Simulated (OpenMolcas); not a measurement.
## Computed transition rates of Yb4+

```json
{
  "Program": "OpenMolcas 26.06",
  "Method": "CASSCF",
  "Basis": "ANO-RCC-VQZP [9s8p6d4f3g2h]",
  "Scalar Hamiltonian": "X2C, point nucleus",
  "Active space": "12 electrons in 7 orbitals (4f)",
  "State averaging": "2S+1 = 3 even, 18 roots; 2S+1 = 1 even, 14 roots kept (CI in the orbitals of an earlier block)",
  "Spin-orbit coupling": "RASSI with atomic mean-field integrals over the reference wave functions, term energies averaged over their components"
}
```

Rates come from the transition moments of the reference wave functions (E1 and E2 in the length form). At fixed line strength A goes as λ^-3 for E1 and M1 and as λ^-5 for E2, so a rate at the computed wavelength can be rescaled to the measured one. Measured vacuum wavelengths follow from level energies in the list in Tchang-Brillet, Wyart, Meftah and Ait Mammar, Atoms 6, 52 (2018). Branching counts decays inside the model space alone, at computed energies, and the table is only a selection of the M1 lines, drawn from those between levels with measured partners whose computed energy lies within a factor of 1.5 of the measured one.

| Upper | Lower | Type | λ computed (nm) | λ measured (nm) | A computed (s-1) | A rescaled (s-1) | Branching % |
| --- | --- | --- | --- | --- | --- | --- | --- |
| 4f12 1G4 [56 %] | 4f12 3H5 | M1 | 650.7 | 684.3 | 3.79e+01 |  | 75.3 |
| 4f12 3H5 | 4f12 3H6 | M1 | 1065 | 1044 | 2.21e+01 | 2.35e+01 | 99.8 |
| 4f12 1G4 [56 %] | 4f12 3H4 [57 %] | M1 | 1015 | 1022 | 9.53e+00 |  | 18.9 |
| 4f12 3H4 [57 %] | 4f12 3H5 | M1 | 1815 | 2072 | 3.11e+00 | 2.09e+00 | 31.8 |
| 4f12 1G4 [56 %] | 4f12 3F3 | M1 | 1478 | 1279 | 7.46e-01 |  | 1.5 |

Spin-changing lines and M1 lines between different terms are not rescaled, since their strength hangs on the term gaps too.

The largest correction is for 4f12 3H4 [57 %] → 4f12 3H5 (M1): 3.11e+00 × (1815 / 2072)^3 = 2.09e+00 s-1, a factor of 0.67.

The computed rate and branching of 4f12 3H5 → 4f12 3H6 give the upper level a radiative lifetime of 0.998 / 2.21e+01 s-1 = 4.52e-02 s, counting decays inside the model space alone. The rescaled rate gives about 4.3e-02 s.

These are rates of the free ion; in crystals, glasses and complexes forced electric-dipole and non-radiative decay shorten such lifetimes by orders of magnitude. No measured rate stands beside these. Rescaling mends the energy factor alone: line strengths can still be far off where a level mixes with configurations outside the active space, and weak or spin-changing lines hang on small mixing coefficients that depend on the term gaps too, so rescaling need not improve them.

Without dynamic correlation excited terms often stand tens of per cent too high (terms of higher spin than the ground term too low), and those without a measured partner can miss by more than the paired ones. Terms from blocks run as CI alone lack orbitals of their own. Measured partners are found by configuration, term and J. A level has none where our copy of the source lacks it or the pairing is in doubt (some pairs that miss far off the trend of their configuration count as doubtful). Levels of configurations outside the active space are missing.

A share in square brackets marks a mixed level and gives the weight of the term that names it.
